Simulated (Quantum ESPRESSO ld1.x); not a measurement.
The numbers below are computed, except where a source is named.
Task: The aim is the zirconium ion Zr3+ in [Kr] 4d1. This ld1.x (Quantum ESPRESSO 7.5) run was made with `OMP_NUM_THREADS=1 ld1.x < ld1.in > ld1.out`. Can the result be used? Name any fault.

```
 &input
    zed=40.0,
    iswitch=1,
    rel=1,
    lsd=1,
    dft='HF',
    config='[Kr] 4d1',
    prefix='ld1',
    max_out_wfc=37,
    file_charge='ld1.rho',
 /
```

Output (excerpt):

```
     Program LD1 v.7.5 starts

 %%%%%%%%%%%%%%%%%%%%%%%%%%%%%%%%%%%%%%%%%%%%%%%%%%%%%%%%%%%%%%%%%%%%%%%%%%%%%%
     Error in routine ld1_setup (1):
     HF not implemented yet
 %%%%%%%%%%%%%%%%%%%%%%%%%%%%%%%%%%%%%%%%%%%%%%%%%%%%%%%%%%%%%%%%%%%%%%%%%%%%%%

     stopping ...
```

Result: No (refused). The line at issue: dft='HF'. The program stops in ld1_setup with "HF not implemented yet": ld1.x has no Hartree-Fock; KLI and OEP are its exact-exchange options. The sound input gives -3593.0099 hartree.
